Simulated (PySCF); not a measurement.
Computed IR spectrum (relative IR intensity) of a molecule CH₁₁NOSi₃. Geometry optimised at PBE0-D3(BJ)/def2-SVP. One conformer was computed; it need not be the lowest. All values below come from PBE0-D3(BJ)/def2-SVP in PySCF. Frequencies are harmonic and unscaled.

Lines under 2 % of the strongest are left out, and lines within 2 cm⁻¹ are merged.

```
ν (cm⁻¹)  relative intensity
--------  ------------------
263                      4.0
284                      3.4
415                       48
521                      4.6
562                      5.8
641                      7.5
778                       19
807                       18
893                      9.1
899                       76
919                      100
934                      2.5
940                      9.2
944                      4.3
947                       20
954                       29
958                       16
1060                     6.7
1106                      44
1310                     3.1
1545                      11
2219                     8.5
2226                      27
2235                      69
2238                      15
2242                     3.0
2248                      38
2993                     2.3
3618                     8.9
3717                     8.8
```

### Question
Which structure fits?
A) C[SiH2][Si@@H](N)O[SiH3]
B) CO[Si@H]([SiH3])[SiH2]N
C) C[SiH2][SiH2]O[SiH2]N
D) N[SiH2]OC([SiH3])[SiH3]

### Answer
D, N[SiH2]OC([SiH3])[SiH3]
